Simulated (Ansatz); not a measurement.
K3O⁺, relaxed as a triplet with UKS r2SCAN-D4/def2-TZVP in Ansatz, starting from the r2SCAN-D4/def2-TZVP geometry of the charge +1 singlet. Force threshold 0.02 eV/Å.

At r2SCAN-D4/def2-TZVP a singlet of charge 1 lies 2.00 eV below the triplet, each at its own geometry. The structure comes from a short search, and lower isomers may exist.

Start:

Cartesian coordinates in Å:
```
K -0.387 -2.327 -0.086
K 2.163 0.820 0.471
K -1.776 1.507 -0.384
O 0.000 0.000 -0.002
```

Task: Estimate the energy that the relaxation releases and the steps that it takes.

Result: 28.8 kJ/mol, in 10 steps; 56 s on 4 threads of Arm Neoverse V1 on a shared host. The force fell under the threshold at step 3, but the optimiser went on and released 0.004 eV more. No frequencies were taken in this run, so the end may be a saddle point.

Task: Does the start keep its bonding and symmetry?

Result: By distances, no bond broke or formed, bridged metal pairs apart. The bond that changes most is K1–O4, from 2.36 to 2.63 Å (atoms count from 1). Metal–metal contacts that move far: K2–K3 4.09 to 4.79 Å. Point group D3h at the start, Cs at the end, both within 0.05 Å.

Task: Predict the relaxed structure.

Result: 
```csv
atom,x (Å),y (Å),z (Å)
K1,-0.3482,-2.4003,-0.0770
K2,2.4745,0.6628,0.5391
K3,-2.1283,1.5363,-0.4604
O4,0.0020,0.2012,-0.0017
```
Bond lengths (bridged metal pairs left out): 3 × K–O 2.56 to 2.63 Å.
